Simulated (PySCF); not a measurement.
CH₆O₂Si₂, SMILES [SiH2]1[Si@@H](O)OC1. Coordinates come from a PBE0-D3(BJ)/def2-SVP optimisation. The structure was generated by enumeration; whether it is a known compound was not checked. The values are those of a single conformer.

Question: Give the equilibrium geometry at PBE0-D3(BJ)/def2-SVP (PySCF confirms it by a frequency run) as a Z-matrix. (An estimate is asked for; the answer gives what the named calculation found.)

Answer: Several could match; the one computed here: 
```
Si
O 1 1.6568
H 2 0.9620 1 116.73
O 1 1.6901 2 113.91 3 -56.41
C 4 1.4364 1 107.69 2 123.02
H 5 1.1035 4 110.28 1 118.15
H 5 1.1037 6 107.36 4 -119.96
H 1 1.4856 2 103.33 3 -179.79
Si 5 1.9344 6 113.47 7 -127.48
H 9 1.4952 5 115.60 6 0.41
H 9 1.4968 10 108.96 5 -130.69
```
